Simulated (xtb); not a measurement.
C$_{4}$H$_{13}$GeO$_{4}$, charge +1, singlet, at a GFN2-xTB geometry; GFN2-xTB (xtb 6.7.1).

Input for xtb:
```
$ xtb mol.xyz --gfn 2 --chrg 1 --opt --json

# file mol.xyz
22

C     -0.75620268    -2.50483617    -1.20143842
O     -0.95334582    -1.08997745    -1.03444592
Ge    -0.32909205     0.00118549     0.09541012
O     -0.95500586     1.57969193     0.07785395
C     -1.86900847     2.20468459    -0.84331554
O      0.28405423    -0.64292465     1.54255969
C      0.65325676    -0.00260192     2.77596223
O      1.61520807     0.52232176    -0.88719819
C      2.88630068    -0.11788913    -0.70072773
H     -0.71766171    -3.02522900    -0.24582214
H     -1.61859105    -2.84714657    -1.77322782
H      0.15773761    -2.68950665    -1.76401873
H     -2.13086936     3.15352902    -0.37542129
H     -2.76525717     1.60348615    -0.98544268
H     -1.39107970     2.38253616    -1.80520031
H      1.62201652     0.48523853     2.67803386
H     -0.09450780     0.72212117     3.09352047
H      0.71661317    -0.81006239     3.50527449
H      1.74994974     1.42969825    -1.19206434
H      3.51951176     0.46469577    -0.03119127
H      2.69633838    -1.09508651    -0.26144085
H      3.37338232    -0.24124648    -1.66916233
```

What the program printed (banner, timings and long lists left out):

```
   ID    Z sym.   atoms
    1    6 C      1, 5, 7, 9
    2    8 O      2, 4, 6, 8
    3   32 Ge     3
    4    1 H      10-22

           -------------------------------------------------
          |                Calculation Setup                |
           -------------------------------------------------

           -------------------------------------------------
          |                 G F N 2 - x T B                 |
           -------------------------------------------------

          ...................................................
          :                      SETUP                      :
          :.................................................:
          :  # basis functions                  55          :
          :  # atomic orbitals                  54          :
          :  # shells                           32          :
          :  # electrons                        56          :
          :  max. iterations                   250          :
          :  Hamiltonian                  GFN2-xTB          :
          :  restarted?                      false          :
          :  GBSA solvation                  false          :
          :  PC potential                    false          :
          :  electronic temp.          300.0000000     K    :
          :  accuracy                    1.0000000          :
          :  -> integral cutoff          0.2500000E+02      :
          :  -> integral neglect         0.1000000E-07      :
          :  -> SCF convergence          0.1000000E-05 Eh   :
          :  -> wf. convergence          0.1000000E-03 e    :
          :  Broyden damping             0.4000000          :
          :  net charge                          1          :
          :  unpaired electrons                  0          :
          ...................................................

 iter      E             dE          RMSdq      gap      omega  full diag
   1    -32.3639935 -0.323640E+02  0.588E+00    3.62       0.0  T
   2    -32.0844251  0.279568E+00  0.533E+00    7.56       1.0  T
   3    -33.2358160 -0.115139E+01  0.260E+00    4.50       1.0  T
   4    -33.2333506  0.246540E-02  0.114E+00    4.38       1.0  T
   5    -33.2532150 -0.198645E-01  0.335E-01    4.61       1.0  T
   6    -33.2537396 -0.524520E-03  0.126E-01    4.59       1.0  T
   7    -33.2537840 -0.444336E-04  0.231E-02    4.58       1.0  T
   8    -33.2537858 -0.178025E-05  0.989E-03    4.58       2.2  T
   9    -33.2537864 -0.639216E-06  0.274E-03    4.58       7.8  T
  10    -33.2537865 -0.843188E-07  0.681E-04    4.58      31.3  T
  11    -33.2537865 -0.354893E-08  0.190E-04    4.58     112.3  T

   *** convergence criteria satisfied after 11 iterations ***

         :::::::::::::::::::::::::::::::::::::::::::::::::::::
         ::                     SUMMARY                     ::
         :::::::::::::::::::::::::::::::::::::::::::::::::::::
         :: total energy             -32.990935869497 Eh    ::
         :: gradient norm              0.000032332386 Eh/a0 ::
         :: HOMO-LUMO gap              4.577599648463 eV    ::
         ::.................................................::
         :: SCC energy               -33.253634488094 Eh    ::
         :: -> isotropic ES            0.098991959677 Eh    ::
         :: -> anisotropic ES         -0.003066178238 Eh    ::
         :: -> anisotropic XC          0.009066802581 Eh    ::
         :: -> dispersion             -0.013195355542 Eh    ::
         :: repulsion energy           0.262698618597 Eh    ::
         :: add. restraining           0.000000000000 Eh    ::
         :: total charge               1.000000000000 e     ::
         :::::::::::::::::::::::::::::::::::::::::::::::::::::

      -----------------------------------------------------------
     |                   =====================                   |
     |                        A N C O P T                        |
[...]
 * total energy  :   -32.9909359 Eh     change       -0.2074074E-10 Eh
   *** GEOMETRY OPTIMIZATION CONVERGED AFTER 1 ITERATIONS ***
         :: total energy             -32.990935869536 Eh    ::
[...]
     4   8 O        1.629    -0.248    18.142     5.749
     5   6 C        3.660     0.011    20.661     6.522
     6   8 O        1.630    -0.243    18.056     5.736
     7   6 C        3.658     0.012    20.655     6.523
     8   8 O        2.121    -0.318    19.275     5.929
     9   6 C        3.621     0.005    20.949     6.599
    10   1 H        0.925     0.091     1.868     2.137
    11   1 H        0.925     0.113     1.669     2.020
    12   1 H        0.925     0.090     1.882     2.145
    13   1 H        0.925     0.113     1.671     2.021
    14   1 H        0.925     0.093     1.851     2.127
    15   1 H        0.925     0.086     1.920     2.167
    16   1 H        0.925     0.085     1.926     2.170
    17   1 H        0.925     0.091     1.867     2.137
    18   1 H        0.925     0.113     1.673     2.023
    19   1 H        0.805     0.356     0.574     1.190
    20   1 H        0.924     0.085     1.933     2.174
    21   1 H        0.925     0.100     1.782     2.087
    22   1 H        0.924     0.094     1.838     2.120

 Mol. C6AA /au·bohr⁶  :       4372.147013
 Mol. C8AA /au·bohr⁸  :     135421.018103
 Mol. α(0) /au        :        103.807201

Wiberg/Mayer (AO) data.
largest (>0.10) Wiberg bond orders for each atom

 ---------------------------------------------------------------------------
     #   Z sym  total        # sym  WBO       # sym  WBO       # sym  WBO
 ---------------------------------------------------------------------------
     1   6 C    3.882 --    12 H    0.978    10 H    0.975    11 H    0.962
                             2 O    0.918
     2   8 O    2.428 --     3 Ge   1.231     1 C    0.918
     3  32 Ge   4.255 --     2 O    1.231     6 O    1.211     4 O    1.208
                             8 O    0.426
     4   8 O    2.407 --     3 Ge   1.208     5 C    0.918
     5   6 C    3.883 --    15 H    0.979    14 H    0.976    13 H    0.961
                             4 O    0.918
     6   8 O    2.416 --     3 Ge   1.211     7 C    0.921
     7   6 C    3.885 --    16 H    0.978    17 H    0.975    18 H    0.961
                             6 O    0.921
     8   8 O    2.335 --     9 C    0.929    19 H    0.850     3 Ge   0.426
     9   6 C    3.885 --    20 H    0.979    21 H    0.974    22 H    0.973
                             8 O    0.929
    10   1 H    0.992 --     1 C    0.975
    11   1 H    0.986 --     1 C    0.962
    12   1 H    0.992 --     1 C    0.978
    13   1 H    0.986 --     5 C    0.961
    14   1 H    0.991 --     5 C    0.976
    15   1 H    0.993 --     5 C    0.979
    16   1 H    0.993 --     7 C    0.978
    17   1 H    0.992 --     7 C    0.975
    18   1 H    0.986 --     7 C    0.961
    19   1 H    0.873 --     8 O    0.850
    20   1 H    0.993 --     9 C    0.979
    21   1 H    0.990 --     9 C    0.974
    22   1 H    0.991 --     9 C    0.973
 ---------------------------------------------------------------------------

Topologies differ in total number of bonds
Writing topology from bond orders to xtbtopo.mol

molecular dipole:
                 x           y           z       tot (Debye)
 q only:        1.091       0.291      -0.357
   full:        1.128       0.467      -0.395       3.261
molecular quadrupole (traceless):
                xx          xy          yy          xz          yz          zz
 q only:        2.880      -1.313       0.139       1.651      -0.141      -3.018
  q+dip:        4.016       1.628      -0.864      -1.332      -1.287      -3.152
   full:        4.229       0.925      -0.706      -0.795      -1.208      -3.523

optimized geometry written to: xtbopt.xyz

           -------------------------------------------------
          | TOTAL ENERGY              -32.990935869536 Eh   |
          | GRADIENT NORM               0.000032376372 Eh/α |
          | HOMO-LUMO GAP               4.577610382532 eV   |
           -------------------------------------------------
```
